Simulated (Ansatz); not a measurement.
`S=C1SCCCS1`, relaxed with RKS PBE-D4/def2-SVP in Ansatz from a rough embedded geometry. The force threshold is 0.03 eV/Å; the program also tests the step.

Total charge 0; spin multiplicity 1.

Start:

```xyz
13

S    -2.105   -3.045   -0.028
C    -1.119   -1.738   -0.025
S    -0.498   -1.215    1.512
C     0.607    0.223    1.214
C     0.137    1.114    0.081
C     0.329    0.439   -1.262
S    -0.837   -0.953   -1.549
H     0.601    0.752    2.166
H     1.609   -0.162    1.025
H    -0.913    1.382    0.222
H     0.727    2.033    0.095
H     1.342    0.050   -1.369
H     0.120    1.121   -2.085
```

Question: How much energy does the relaxation release, and in how many steps? (Estimate.)

Answer: Computed: 1.63 kcal/mol, in 5 steps, 1 of them rejected.

Question: Which bonds change most? (Best estimate.)

Answer: The calculation gave: C6–H12 from 1.090 to 1.110 Å; C4–H9 from 1.090 to 1.110 Å; C6–H13 from 1.089 to 1.109 Å; C4–H8 from 1.089 to 1.109 Å.

Question: Give the relaxed structure. (Best estimate.)

Answer: Ansatz gave: 
```xyz
13

S    -2.082   -3.129   -0.038
C    -1.121   -1.783   -0.029
S    -0.522   -1.229    1.524
C     0.584    0.221    1.232
C     0.166    1.123    0.079
C     0.302    0.439   -1.275
S    -0.867   -0.962   -1.558
H     0.554    0.763    2.199
H     1.620   -0.152    1.088
H    -0.872    1.488    0.227
H     0.829    2.016    0.082
H     1.337    0.067   -1.428
H     0.071    1.137   -2.104
```
